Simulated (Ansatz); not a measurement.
`[GeH3][O][GeH3]` + `CSSC` → `CS[S][GeH3]` + `C[O][GeH3]`  (formal exchange of groups at a Ge–O bond)

Program: Ansatz. Geometries: PBE0-D4/def2-TZVP. ΔE: electronic, gas phase. CCSD(T)/CBS adds triple-zeta CCSD(T) − MP2 to the extrapolated MP2 energy (def2 sets, frozen cores). DFT in def2-TZVPP. For Ge outer-core shells are correlated without core-valence functions, which leaves a few kJ/mol of doubt a bond. Scalar relativity is left out up to krypton. Each species was taken in one conformer, which may not be the lowest.

```tsv
level	ΔE (kJ/mol)
BHLYP-D4	37.8
revPBE	32.9
```

(1) What does CCSD(T)/CBS give? (Best estimate.)

Largest T1 diagnostic among the species: 0.012.

Answers

(1) The calculation gave: +41.0 kJ/mol. The listed levels differ from it by -3.2, -8.1 kJ/mol.

From BLYP to BHLYP (50 % exact exchange), in def2-TZVPP and without D4, ΔE moves by +4.1 kJ/mol. Leaving LDA and LC-ωPBE aside and taking each functional with its dispersion term where it has one, the values, not all of them listed here, spread over 10.9 kJ/mol, from PBE-D4 to B2PLYP. At CCSD(T), def2-SVP lies −7.8 kJ/mol from the extrapolated value and def2-TZVPP −0.2 kJ/mol.
